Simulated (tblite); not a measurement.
Input of a run (GFN2-xTB geometry optimisation, gas phase (tblite 0.8.0)), started from a force field or distance geometry:
```
{"job": {"kind": "relax", "xc": "GFN2-xTB", "basis": "xTB"}, "charge": 1, "multiplicity": 1}
C      3.958000    -0.127100    -0.152000
C      2.508800    -0.239500    -0.557100
O      2.186700    -0.630900    -1.664600
C      1.395500     0.100600     0.381100
P     -0.174400    -0.177800    -0.435500
C     -1.341400    -1.206700     0.490800
C     -2.643500    -1.068100    -0.218200
O     -3.114900     0.151600    -0.506000
C     -2.439600     1.272300    -0.197100
C     -1.058500     1.366900    -0.785000
H      4.104200     0.720000     0.547000
H      4.287000    -1.050800     0.347200
H      4.590100    -0.016000    -1.056700
H      1.546100     1.163100     0.650400
H      1.562100    -0.477500     1.294700
H      0.061500    -0.771500    -1.703900
H     -1.442200    -0.846500     1.546600
H     -1.071900    -2.281400     0.511100
H     -2.507200    -1.620500    -1.185800
H     -3.421400    -1.671000     0.327900
H     -3.001200     2.165400    -0.625300
H     -2.425600     1.497600     0.908000
H     -1.059700     1.610200    -1.860700
H     -0.510300     2.157400    -0.215900
```

Output (eV, eV/Å):
```
step      E/eV     max force
  0    -879.49564    3.282
  1    -879.89330    1.845
  2    -879.93484    1.885
  3    -879.98220    0.578
  4    -880.01844    0.656
  5    -880.03584    0.484
  6    -880.04908    0.179
  7    -880.05772    0.195
  8    -880.06602    0.294
  9    -880.07168    0.194
 10    -880.07649    0.142
 11    -880.08132    0.193
 12    -880.08675    0.287
 13    -880.09193    0.236
 14    -880.09681    0.184
 15    -880.10199    0.164
 16    -880.10776    0.256
 17    -880.11326    0.267
 18    -880.11743    0.155
 19    -880.12034    0.109
 20    -880.12264    0.130
 21    -880.12468    0.146
 22    -880.12662    0.095
 23    -880.12857    0.093
 24    -880.13052    0.105
 25    -880.13241    0.146
 26    -880.13440    0.135
 27    -880.13686    0.132
 28    -880.14020    0.172
 29    -880.14429    0.145
 30    -880.14866    0.170
 31    -880.15357    0.177
 32    -880.16022    0.283
 33    -880.16954    0.376
 34    -880.18114    0.316
 35    -880.18559    0.511
 36    -880.20103    0.254
 37    -880.21178    0.189
 38    -880.23286    0.263
 39    -880.24314    0.223
 40    -880.25713    0.250
 41    -880.26590    0.239
 42    -880.27549    0.240
 43    -880.28770    0.190
 44    -880.30292    0.175
 45    -880.31193    0.198
 46    -880.32393    0.234
 47    -880.33156    0.251
 48    -880.34063    0.189
 49    -880.34701    0.173
 50    -880.35616    0.180
 51    -880.36147    0.208
 52    -880.36781    0.141
 53    -880.37215    0.162
 54    -880.37673    0.186
 55    -880.38169    0.195
 56    -880.38787    0.187
 57    -880.39236    0.272
 58    -880.39981    0.167
 59    -880.40711    0.173
 60    -880.41607    0.157
 61    -880.41963    0.118
 62    -880.42399    0.222
 63    -880.42867    0.178
 64    -880.43436    0.197
 65    -880.44131    0.157
 66    -880.44676    0.273
 67    -880.45560    0.242
 68    -880.46573    0.330
 69    -880.48256    0.421
 70    -880.49612    0.327
 71    -880.51030    0.226
 72    -880.51680    0.225
 73    -880.52634    0.183
 74    -880.53209    0.130
 75    -880.53517    0.089
 76    -880.53677    0.090
 77    -880.53962    0.103
 78    -880.54212    0.097
 79    -880.54515    0.114
 80    -880.54777    0.109
 81    -880.55022    0.097
 82    -880.55301    0.128
 83    -880.55684    0.121
 84    -880.56094    0.102
 85    -880.56391    0.098
 86    -880.56570    0.118
 87    -880.56726    0.138
 88    -880.56919    0.135
 89    -880.57152    0.094
 90    -880.57371    0.123
 91    -880.57568    0.101
 92    -880.57764    0.104
 93    -880.58000    0.117
 94    -880.58231    0.112
 95    -880.58491    0.089
 96    -880.58687    0.096
 97    -880.58823    0.080
 98    -880.58920    0.061
 99    -880.59026    0.080
100    -880.59155    0.063
101    -880.59265    0.056
102    -880.59333    0.046
103    -880.59376    0.044
104    -880.59410    0.042
105    -880.59445    0.030
106    -880.59475    0.027
107    -880.59495    0.029
108    -880.59513    0.033
109    -880.59529    0.029
110    -880.59544    0.027
111    -880.59559    0.031
112    -880.59577    0.034
113    -880.59596    0.032
114    -880.59621    0.036
115    -880.59652    0.043
116    -880.59687    0.045
117    -880.59723    0.043
118    -880.59767    0.046
119    -880.59824    0.047
120    -880.59896    0.052
121    -880.59968    0.054
122    -880.60025    0.047
123    -880.60074    0.053
124    -880.60129    0.047
125    -880.60193    0.048
126    -880.60245    0.049
127    -880.60274    0.041
128    -880.60294    0.037
129    -880.60316    0.030
130    -880.60341    0.028
131    -880.60365    0.025
132    -880.60374    0.022
133    -880.60382    0.015
134    -880.60388    0.013
135    -880.60392    0.015
136    -880.60396    0.013
137    -880.60399    0.013
138    -880.60403    0.012
139    -880.60407    0.009
```

Problem. Summarise the run.

Solution. The energy falls by 1.108 eV over 139 L-BFGS steps, the largest force on an atom goes from 3.28 to 0.009 eV/Å, and the atoms move by 0.806 Å rms after alignment. The bond that changes most is C7–O8 (sp3 carbon bound to oxygen to cyclic ether oxygen), which lengthens by 0.074 Å. Bonds longer at the end by more than 0.005 Å: 7 of 24; shorter: 15. Among the angles that change most is C6–C7–O8, from 119.7° to 109.0°. Among the dihedrals that turn most is H20–C7–O8–C9, from 129° to 52°. The energy never rose by more than 1e-5 eV on the way. The first step brought 36 % of the lowering.

Problem. What are the final bond lengths?

Solution. C1–C2 1.479 Å, C2=O3 1.212 Å, C2–C4 1.520 Å, C4–P5 1.831 Å, P5–C6 1.823 Å, C6–C7 1.543 Å, C7–O8 1.413 Å, O8–C9 1.413 Å, C9–C10 1.548 Å, P5–C10 1.815 Å, C1–H11 1.090 Å, C1–H12 1.089 Å, C1–H13 1.087 Å, C4–H14 1.093 Å, C4–H15 1.093 Å, P5–H16 1.369 Å, C6–H17 1.094 Å, C6–H18 1.091 Å, C7–H19 1.091 Å, C7–H20 1.095 Å, C9–H21 1.091 Å, C9–H22 1.095 Å, C10–H23 1.090 Å, C10–H24 1.095 Å. Numbering counts from 1 in the input's order; the species is `CC(C[PH+]1CCOCC1)=O`.

Its GFN2-xTB frequencies are all real (lowest 16 cm⁻¹).

One conformer stands for the species.

These are computed values.
